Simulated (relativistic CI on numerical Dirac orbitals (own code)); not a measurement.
## V3+ in a cubic cluster: 1s photoemission with charge transfer

Computed with a charge-transfer multiplet model of a cubic metal-ligand cluster with up to 2 ligand holes, Slater and spin-orbit integrals from Dirac-Coulomb-Breit ions, Slater integrals scaled by 0.8. The ground state mixes d2 with configurations of k ligand holes L, whose averages lie at kΔ + k(k − 1)U_dd/2; a core hole lowers each added d electron by U_cd. 20 K, Lorentzian 1.1 eV and Gaussian 0.6 eV FWHM.

Atomic integrals in eV (Slater integrals scaled, ζ unscaled), ground: F2dd 8.057, F4dd 5.049, zeta_d 0.024; with the core hole: F2dd 9.441, F4dd 5.946, zeta_d 0.040, G2cd 0.044.

Cluster parameters (eV): Δ = 4.7, U_cd = 6, 10Dq = 0.4, 10Dq(ligand) = 1.1, V(eg) = 1.25, V(t2g) = -0.56, final-state hopping factor = 1.

```tsv
Case	n_d	d2	d3L	d4L2	S
U_dd = 3.6 eV	2.27	0.74	0.24	0.02	1.00
U_dd = 5 eV	2.26	0.75	0.24	0.01	1.00
U_dd = 7.1 eV	2.25	0.76	0.23	0.01	1.00
```

Weights, n_d and S are thermal averages at 20 K. Binding energies count from the first peak over 30 % of the highest in each spectrum, which can be another peak from case to case. The parameters are a model scan and need not match a compound or its usual spin state. Peaks in eV (height, largest 100):
- U_dd = 3.6 eV: 0.0 (100), 2.9 (28), 6.0 (44)
- U_dd = 5 eV: 0.0 (100), 3.0 (22), 5.9 (38)
- U_dd = 7.1 eV: 0.0 (100), 2.9 (19), 6.0 (40)

Curve for U_dd = 7.1 eV (points under 2 left out, the grid thinned):

E (eV), Intensity and a bar:
```
     -3.5        3.2 
     -3.2        3.7 #
     -2.9        4.5 #
     -2.6        5.5 #
     -2.3        6.9 ##
     -2.0        9.0 ##
     -1.7       12.2 ###
     -1.4       17.3 #####
     -1.1       26.3 ########
     -0.8       42.3 #############
     -0.5       67.7 ####################
     -0.2       93.5 #############################
      0.1       98.2 ##############################
      0.4       76.9 #######################
      0.7       50.5 ###############
      1.0       32.7 ##########
      1.3       22.9 #######
      1.6       17.7 #####
      1.9       15.4 ####
      2.2       15.4 ####
      2.5       17.0 #####
      2.8       18.5 #####
      3.1       18.3 #####
      3.5       16.0 ####
      3.8       14.1 ####
      4.1       12.7 ###
      4.4       12.3 ###
      4.7       13.5 ####
      5.0       16.9 #####
      5.3       23.4 #######
      5.6       32.1 #########
      5.9       38.9 ###########
      6.2       38.3 ###########
      6.5       30.7 #########
      6.8       22.2 ######
      7.1       16.0 ####
      7.4       11.8 ###
      7.7        8.9 ##
      8.0        6.7 #
      8.3        5.1 #
      8.6        4.0 #
      8.9        3.2 
      9.2        2.7 
      9.5        2.3 
      9.8        2.1
```

For the case U_dd = 5 eV, Δ = 4.7 eV is smaller than U_dd = 5 eV, the charge-transfer side of the Zaanen-Sawatzky-Allen scheme. With the core hole the average of the configuration with one ligand hole lies at Δ − U_cd = -1.3 eV before mixing: the effective hopping of about 2.6 eV (from the holes of the mixed ground state) is comparable with this gap or larger, so the configurations mix strongly.
